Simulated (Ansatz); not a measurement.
Species: fluoro(dimethyl)borane, C$_{2}$H$_{6}$BF (charge 0, singlet). SMILES: CB(C)F
Geometry: optimised at B3LYP-D3(BJ)/def2-TZVP (Ansatz, a program for electronic structure).

Wanted: vertical triplet-singlet gap (E(triplet) - E(singlet); each state is the SCF solution reached for its spin), in kcal/mol. Valence correlation only, unless marked. Open shells are spin-unrestricted. No spin-orbit coupling. Non-relativistic. Basis-set limits of correlation are two-point, X^-3; Hartree-Fock from the larger set.

| level | program | vertical triplet-singlet gap (kcal/mol) |
|---|---|---|
| HF/aug-cc-pVDZ | Ansatz | 159.4 |
| HF/aug-cc-pVQZ | Ansatz | 159.0 |
| r2SCAN/def2-TZVPD | Ansatz | 137.8 |
| BHLYP/def2-TZVPD | Ansatz | 153.3 |
| CAM-B3LYP/def2-TZVPD | Ansatz | 148.5 |
| wB97X-V/def2-TZVPD | Ansatz | 152.2 |
| RI-MP2/aug-cc-pVTZ | Ansatz | 157.2 |
| RI-MP2/CBS(aug-cc-pVTZ,aug-cc-pVQZ) | Ansatz | 158.2 |
| SCS-MP2/aug-cc-pVDZ | Ansatz | 159.0 |
